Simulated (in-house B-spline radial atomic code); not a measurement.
# Binding energies in Xe¹⁹⁺

NIST's tabulated ground configuration is [Ar] 3d10 4s2 4p5; each binding energy is the energy of the ion with one electron taken from that subshell, relaxed, less that of the parent. Level of theory: Dirac-Hartree-Fock, average of configuration, Fermi nucleus of rms radius 4.7859 fm; calculated with a radial B-spline atomic code at the basis-set limit. Energies include first-order Breit, QED and recoil terms.

```json
{"subshell": "1s", "X-ray name": "K", "binding energy (eV)": "35098.5", "-ε (eV)": "35275.6", "relaxation (eV)": "53.2"}
{"subshell": "2s", "X-ray name": "L1", "binding energy (eV)": "5989.4", "-ε (eV)": "6025.5", "relaxation (eV)": "22.7"}
{"subshell": "3s", "X-ray name": "M1", "binding energy (eV)": "1655.4", "-ε (eV)": "1663.1", "relaxation (eV)": "5.2"}
{"subshell": "3d3/2", "X-ray name": "M4", "binding energy (eV)": "1195.5", "-ε (eV)": "1202.9", "relaxation (eV)": "6.7"}
{"subshell": "3d5/2", "X-ray name": "M5", "binding energy (eV)": "1182.4", "-ε (eV)": "1189.3", "relaxation (eV)": "6.5"}
{"subshell": "4s", "X-ray name": "N1", "binding energy (eV)": "656.9", "-ε (eV)": "658.1", "relaxation (eV)": "0.6"}
{"subshell": "4p", "X-ray name": "N2,3", "binding energy (eV)": "587.9", "-ε (eV)": "588.9", "relaxation (eV)": "0.6"}
```

Relaxation = -ε minus the binding energy without Breit, QED and recoil terms.

Task: What does it cost to remove two 2s electrons?

Result: 12151 eV, which is 172.3 eV more than the two single binding energies together.

Task: What does it cost to remove two 1s electrons?

Result: 71115 eV, which is 917.6 eV more than the two single binding energies together.
